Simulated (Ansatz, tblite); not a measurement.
Cost and result up the ladder for AlMe2(acac) (C7H13AlO2) (23 atoms). Total charge 0; singlet. Geometry: PBE-D4/def2-SVP.

```xyz
23

Al    0.4137   -0.9116    1.1160
C     0.9338   -2.7516    0.6553
H     0.8176   -2.9675   -0.4282
H     0.3266   -3.5028    1.2052
H     1.9957   -2.9529    0.9155
C     0.4107   -0.2215    2.9576
H     0.1567    0.8588    3.0067
H     1.3999   -0.3477    3.4483
H    -0.3272   -0.7586    3.5925
O    -1.2472   -0.5217    0.3148
C    -1.4786    0.2932   -0.6552
C    -2.9156    0.3921   -1.0913
C    -0.4809    1.0634   -1.2940
C     0.8849    1.0234   -0.9342
C     1.8916    1.8724   -1.6628
O     1.3594    0.2837    0.0072
H    -3.0651    1.1005   -1.9257
H    -3.2750   -0.6139   -1.3904
H    -3.5378    0.7020   -0.2267
H    -0.7833    1.7294   -2.1120
H     1.4348    2.5111   -2.4399
H     2.6534    1.2136   -2.1284
H     2.4319    2.5062   -0.9304
```

Ansatz on 2 threads of AMD EPYC 7R13 on a shared host and a share (18 GiB) of an NVIDIA H100 80GB HBM3; xTB runs through tblite on one thread. Times are rough, summed over both states, and most runs start from the orbitals of an earlier one. PBE0-D4/def2-TZVP serves as the yardstick here, not as an exact answer. The other state is a triplet.

The xTB rows come from tblite.

xTB has no spin-polarisation term.

| level | functions | wall time | vertical triplet (eV) | difference from PBE0-D4/def2-TZVP (eV) |
| --- | --- | --- | --- | --- |
| GFN2-xTB | 58 | 0.033 s | 2.58 | -0.37 |
| GFN1-xTB | 71 | 0.052 s | 2.96 | 0.00 |
| PBE-D4/def2-TZVP | 394 | 25 s | 2.83 | -0.12 |
| PBE0-D4/def2-TZVP (with forces) | 394 | 28 s | 2.96 | 0.00 |
| r2SCAN-D4/def2-TZVP (with forces) | 394 | 31 s | 2.83 | -0.13 |
